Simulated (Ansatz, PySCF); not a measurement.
C3H9FOSi, SMILES [SiH2](O)C(C)(C)F. Atoms are numbered in the order given.

```xyz
15

C     -0.9919    -1.1784     0.9772
C     -0.6974    -0.0952    -0.0419
C     -1.8902     0.7897    -0.3329
F     -0.3662    -0.7725    -1.2697
Si     0.9501     0.8172     0.2897
O      2.1480    -0.3304     0.1167
H     -1.8271    -1.8095     0.6295
H     -0.1101    -1.8190     1.1336
H     -1.2695    -0.7338     1.9460
H     -1.6687     1.5011    -1.1431
H     -2.1731     1.3640     0.5641
H     -2.7565     0.1779    -0.6367
H      1.0500     1.3572     1.6742
H      1.0609     1.9299    -0.7035
H      1.9815    -0.9097    -0.6404
```
Charge 0, spin multiplicity 1.

The structure is a stationary point at r2SCAN-D4/def2-SVP. This is a generated structure with no PubChem entry under its InChIKey; it may be hypothetical. Other conformers were not sampled.

Vertical ionisation energy (IE) and electron affinity (EA) in eV. Rows of orbital energies are one-electron estimates. Where ΔSCF, EOM or ADC give a negative EA the extra electron is unbound and the value depends on the basis.

```csv
level,IE,EA
"−ε(HOMO), −ε(LUMO), M06-2X/def2-TZVP (PySCF)",9.30,-0.99
"−ε(HOMO), −ε(LUMO), PBE/def2-TZVP (PySCF)",6.60,0.64
"ΔSCF, PBE0/def2-SVPD (Ansatz), final states of multiplicity 2 and 2",10.04,-1.45
"ΔSCF, PBE/def2-SVPD (Ansatz), final states of multiplicity 2 and 2",9.60,-1.23
```

**Question.** What vertical singlet–triplet gap does ΔSCF give with PBE0/def2-SVPD (Ansatz, a program for electronic structure) and with PBE/def2-SVPD (Ansatz)? (An estimate is asked for; the answer gives what the named calculation found.)

**Answer.** 6.47 and 5.86 eV (triplet above singlet where positive).
